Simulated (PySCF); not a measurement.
NICS in isomers of C6H7OP.

NICS is the negative of the GIAO shielding at a point without a nucleus: at the ring centre (0) and 1 Å above and below it (1); zz is the component along the ring normal. Level: GIAO PBE0/pcSseg-1 (PySCF, non-relativistic, gas phase) on the GFN2-xTB geometries, one conformer each. Atom numbers follow the mapped SMILES.

Question: Order these rings by mean NICS(1)zz, lowest (most negative) first (ppm).
A. ring P3–C5–C6–C7–C8 in `[CH:1]#[C:2][P@:3]1(=[O:4])[CH:5]=[CH:6][CH2:7][CH2:8]1`
B. ring C3–O4–C5–C6–P8 in `[CH2:1]=[CH:2][c:3]1[o:4][cH:5][c:6]([CH3:7])[p:8]1`
C. ring C3–C4–C5–C6–P7–C8 in `[CH3:1][O:2][c:3]1[cH:4][cH:5][cH:6][p:7][cH:8]1`
D. ring C3–C4–P5–C7–C8 in `[CH2:1]=[CH:2][C:3]1=[CH:4][P@H:5](=[O:6])[CH:7]=[CH:8]1`

Answer: C (-25.5), B (-22.3), A (-3.5), D (0.0).

| SMILES | ring | NICS(0) | NICS(1) | NICS(1)zz | HOMA | rms pucker (Å) | ring atoms with four or more neighbours |
| --- | --- | --- | --- | --- | --- | --- | --- |
| COc1cccpc1 | 6-membered ring with P; formal bonds all aromatic | -8.1 | -10.3 | -25.5 | 0.95 | 0.00 | 0 |
| C=Cc1occ(C)p1 | 5-membered ring with O and P; formal bonds all aromatic | -10.2 | -10.0 | -22.3 | 0.41 | 0.00 | 0 |
| C#C[P@]1(=O)C=CCC1 | 5-membered ring with P; formal bonds 1 double, 4 single | -3.1 | -3.8 | -3.5 | – | 0.11 | 3 |
| C=CC1=C[P@H](=O)C=C1 | 5-membered ring with P; formal bonds 2 double, 3 single | 0.1 | -2.9 | 0.0 | – | 0.01 | 1 |

NICS(0) gives another order. The isotropic NICS(1) gives the same order. HOMA uses Krygowski's 1993 parameters; it is left out where a ring has a four-coordinate atom, a triple bond, no multiple bond or a kind of bond without parameters. NICS(1) and NICS(1)zz are means over the two faces.
